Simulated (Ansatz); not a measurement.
Gas-phase electronic energies from Ansatz, PBE0-D4/def2-TZVP geometries. CCSD(T)/CBS adds triple-zeta CCSD(T) − MP2 to the extrapolated MP2 energy (def2 sets, frozen cores). This one scheme is used for every species. For Ge outer-core shells are correlated without core-valence functions, which leaves a few kJ/mol of doubt a bond. Scalar relativity is left out up to krypton. Each species was taken in one conformer, which may not be the lowest.

`[F][GeH2][CH2][SiH3]` → `[CH3][GeH2][F]` + `[SiH2]`  (silylene formation by 1,1-elimination)

`[F][GeH2][CH2][SiH3]`:

Z-matrix (Å, degrees):
```
Ge
C 1 1.940
F 1 1.749 2 106.2
H 1 1.537 2 114.2 3 115.5
H 1 1.537 2 112.5 3 -115.1
Si 2 1.878 1 113.7 3 39.6
H 2 1.095 1 107.7 3 160.7
H 2 1.093 1 109.1 3 -83.1
H 6 1.487 2 109.9 1 49.8
H 6 1.483 2 110.7 1 -71.0
H 6 1.488 2 109.7 1 168.9
```

`[CH3][GeH2][F]`:

```xyz
8

C     0.709    0.267   -0.719
Ge   -0.636   -0.307    0.550
F    -0.531    0.787    1.909
H     0.700   -0.381   -1.598
H     1.697    0.223   -0.259
H     0.509    1.291   -1.035
H    -0.374   -1.708    1.128
H    -2.074   -0.172    0.023
```

`[SiH2]`:

Z-matrix (Å, degrees):
```
Si
H 1 1.525
H 1 1.525 2 91.2
```

| species | CCSD(T)/CBS(def2) energy (Eh) |
| --- | --- |
| `[F][GeH2][CH2][SiH3]` | -2507.28388 |
| `[CH3][GeH2][F]` | -2217.00316 |
| `[SiH2]` | -290.19011 |

**Question.** Work out ΔE.

**Answer.** ΔE = (-2217.00316) + (-290.19011) − (-2507.28388) = 0.09061 Eh = +2.47 eV.

Largest T1 diagnostic among the species: 0.014.

From PBE to PBE0 (25 % exact exchange), in def2-TZVPP and without D4, ΔE moves by +0.10 eV. The D4 term adds +0.15 eV with B3LYP and +0.08 eV with PBE0; it sums over pairs of atoms, weighted by their polarisabilities, and B3LYP, whose exchange is more repulsive, gets the larger term.

B3LYP here is the variant with VWN-RPA as its local correlation; programs differ in this.
